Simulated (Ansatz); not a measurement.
`SBBCl` + CH₃NH₂ → `CNBCl` + `BS`  (cleavage of the B–B bond)

Computed with Ansatz on PBE0-D4/def2-TZVP structures; ΔE is electronic, products minus reactants. CCSD(T)/CBS is the MP2 limit (def2-TZVPP, def2-QZVPP) plus CCSD(T) − MP2 in def2-TZVPP, frozen cores. This one scheme is used for every species. DFT in def2-TZVPP. Each species was taken in one conformer, which may not be the lowest.

`SBBCl`:

Z-matrix (Å, degrees):
```
B
B 1 1.670
S 1 1.769 2 120.8
H 1 1.196 2 120.5 3 179.7
Cl 2 1.748 1 119.4 3 89.3
H 2 1.196 1 124.9 3 -93.0
H 3 1.345 1 99.6 2 180.0
```

CH₃NH₂:

Z-matrix (Å, degrees):
```
C
N 1 1.453
H 1 1.092 2 109.4
H 1 1.100 2 115.4 3 -121.6
H 1 1.092 2 109.4 3 116.8
H 2 1.012 1 110.6 3 62.6
H 2 1.012 1 110.6 3 -179.3
```

`CNBCl`:

```xyz
9

C     0.711    0.933   -0.236
N    -0.349    0.121    0.314
B    -0.578   -1.212    0.036
Cl   -1.934   -2.048    0.809
H     0.313    1.781   -0.800
H     1.367    1.320    0.549
H     1.312    0.326   -0.913
H    -0.963    0.599    0.957
H     0.120   -1.819   -0.717
```

`BS`:

Cartesian coordinates in Å:
```
B -0.535 -0.188 -0.121
S 0.810 0.949 -0.231
H -1.512 0.103 -0.738
H -0.458 -1.180 0.532
H 1.694 0.315 0.559
```

CCSD(T)/CBS gives -161.4 kJ/mol.

(1) Another level gave -161.3 kJ/mol. Which?
A. ωB97M-V/def2-TZVPP
B. PBE-D4/def2-TZVPP
C. BLYP/def2-TZVPP
D. revPBE/def2-TZVPP

Largest T1 diagnostic among the species: 0.015.

## Answers

(1) C. BLYP -161.3, ωB97M-V -165.9, revPBE -151.4, PBE-D4 -156.1 kJ/mol.

At CCSD(T), def2-SVP lies −15.2 kJ/mol from the extrapolated value and def2-TZVPP −1.7 kJ/mol. From BLYP to BHLYP (50 % exact exchange), in def2-TZVPP and without D4, ΔE moves by −5.7 kJ/mol.
